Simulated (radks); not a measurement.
Values are calculated unless marked as measured or tabulated.
Effect of the nuclear size on the thulium ion Tm3+, [Xe] 4f12. Level of theory: Dirac Kohn-Sham, LDA (Slater exchange, Perdew-Wang correlation), spin-unpolarised, spherical densities, finite nucleus; open shells fill j = l - 1/2 first; Fermi nuclear charge, rms radius 5.2256 fm (a radial shooting solver on a logarithmic mesh with Libxc functionals). The rms radius is varied about that value; shifts are against it.

| rms radius (fm) | total energy shift (eV) | density at nucleus (e/bohr^3) | 1s1/2 shift (meV) | 2s1/2 shift (meV) | 4p1/2 shift (meV) | 5s1/2 shift (meV) | 5p1/2 shift (meV) | 4f7/2 shift (meV) | 6s1/2 (empty) shift (meV) |
|---|---|---|---|---|---|---|---|---|---|
| 4.3111 | -11.3 | 1.002e+06 | -4610 | -620 | 0.125 | -5.31 | 0.143 | 0.636 | -0.937 |
| 4.8546 | -4.75 | 9.668e+05 | -1940 | -262 | 0.052 | -2.24 | 0.060 | 0.268 | -0.395 |
| 5.2256 | 0 | 9.458e+05 | 0.000 | 0.000 | 0.000 | 0.000 | 0.000 | 0.000 | 0.000 |
| 5.5809 | 4.78 | 9.274e+05 | 1950 | 263 | -0.052 | 2.25 | -0.060 | -0.270 | 0.398 |
| 6.4484 | 17.4 | 8.882e+05 | 7100 | 956 | -0.184 | 8.18 | -0.219 | -0.981 | 1.44 |

Slopes of the eigenvalues against <r^2> in GHz/fm^2, as finite differences over the two radii next to the reference (eigenvalue slopes, not the field-shift constants of lines): 1s1/2 124000, 2s1/2 16700, 4p1/2 -3.32, 5s1/2 143, 5p1/2 -3.85, 4f7/2 -17.2, 6s1/2 (empty) 25.3.
